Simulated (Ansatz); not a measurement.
Species: H4SiPO, charge 0, doublet. H4SiPO (SMILES [SiH2]([O])P, doublet).
B3LYP-D3(BJ)/def2-TZVP minimum from Ansatz (a first-principles code):
```xyz
7

Si    -0.9783     0.0455    -0.1578
O     -0.4953     1.5168     0.2121
P      1.1703    -0.7863     0.0457
H     -1.8203    -0.6963     0.8101
H     -1.4193    -0.2362    -1.5442
H      1.4980    -0.2212     1.2985
H      1.8448     0.1767    -0.7378
```
Charge 0, spin multiplicity 2.

Total energies in hartree (Ansatz). Radicals and triplets start from unrestricted determinants; spin-orbit coupling is neglected. Correlated methods leave the cores frozen. No relativity. For partners of very few electrons the exact lower level stands in for a higher one. The UHF reference of H4OPSi ([O][SiH2]P, doublet) is spin-contaminated (<S^2> up to 0.03 over the pure value in the sets run).

| species | HF/cc-pV(T+d)Z | CCSD(T)/cc-pV(T+d)Z | HF/cc-pV(Q+d)Z | CCSD(T)/cc-pV(Q+d)Z | CCSD(T)/cc-pV(D+d)Z | CCSDT(Q)/cc-pV(D+d)Z |
|---|---|---|---|---|---|---|
| 1: H4SiPO (SMILES [O][SiH2]P, doublet) | -706.90557 | -707.45778 | -706.91894 | -707.50801 | -707.28900 | -707.29259 |
| 2: Si (triplet) | -288.85649 | -288.93344 | -288.85845 | -288.93781 | -288.91643 | -288.91690 |
| 3: O (triplet) | -74.81176 | -74.97396 | -74.81729 | -74.99357 | -74.90995 | -74.91013 |
| 4: P (quartet) | -340.71631 | -340.82157 | -340.71872 | -340.82830 | -340.79336 | -340.79376 |
| 5: H (doublet) | -0.49981 | -0.49981 | -0.49995 | -0.49995 | -0.49928 | -0.49928 |

**Question.** Work out the atomisation energy (electronic, to ground-state atoms) in kJ/mol: take Hartree-Fock from cc-pV(Q+d)Z, extrapolate the CCSD(T) correlation energy as X^-3 (X = 3, 4), and add CCSDT(Q) - CCSD(T) in cc-pV(D+d)Z. 1 hartree = 2625.5 kJ/mol.

**Answer.** 
Species 1: correlation (64·(-0.58907) - 27·(-0.55221))/37 = -0.61597; step -0.00359; E1 = -706.91894 + (-0.61597) + (-0.00359) = -707.53850
Species 2: correlation (64·(-0.07936) - 27·(-0.07695))/37 = -0.08112; step -0.00047; E2 = -288.85845 + (-0.08112) + (-0.00047) = -288.94004
Species 3: correlation (64·(-0.17628) - 27·(-0.16220))/37 = -0.18655; step -0.00018; E3 = -74.81729 + (-0.18655) + (-0.00018) = -75.00402
Species 4: correlation (64·(-0.10958) - 27·(-0.10526))/37 = -0.11273; step -0.00040; E4 = -340.71872 + (-0.11273) + (-0.00040) = -340.83185
Species 5: correlation (64·(0.00000) - 27·(0.00000))/37 = 0.00000; step +0.00000; E5 = -0.49995 + (0.00000) + (+0.00000) = -0.49995
-1·E1 +1·E2 +1·E3 +1·E4 +4·E5 = 0.76279 hartree = 2002.7 kJ/mol.
